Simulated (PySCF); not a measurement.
B(Cl)(OH)(SiH3) (BClH4OSi), SMILES [SiH3]B(Cl)O. Heavy atoms are numbered as in [B:1]([Cl:2])([OH:3])[SiH3:5]. Hydrogens are named by the atom that carries them.

The structure is a stationary point at B3LYP-D3(BJ)/def2-SVP. Other conformers were not sampled.

All values below come from PBE0/pcSseg-1 (PySCF).

GIAO shieldings, no solvent; atoms alike by connectivity are averaged. δ = σ(ref) − σ: ¹¹B against BF3 (σ = 88.8 ppm); ³⁵Cl against HCl (σ = 945.9 ppm); ¹⁷O against H2O (σ = 334.2 ppm); ¹H against TMS (σ = 31.56 ppm); ²⁹Si against TMS (σ = 352.7 ppm), references at their B3LYP-D3(BJ)/def2-TZVP geometries, non-relativistic (without spin–orbit terms, shifts of atoms bonded to Cl or Br come out too high).

| nucleus | atoms | count | δ (ppm) |
|---|---|---|---|
| ¹¹B | B1 | 1 | 36.2 |
| ³⁵Cl | Cl2 | 1 | 250.1 |
| ¹⁷O | O3 (OH) | 1 | 218.3 |
| ¹H | H on O3 | 1 | 6.51 |
| ¹H | H on Si5 | 3 | 3.84 |
| ²⁹Si | Si5 (SiH3) | 1 | -105.0 |
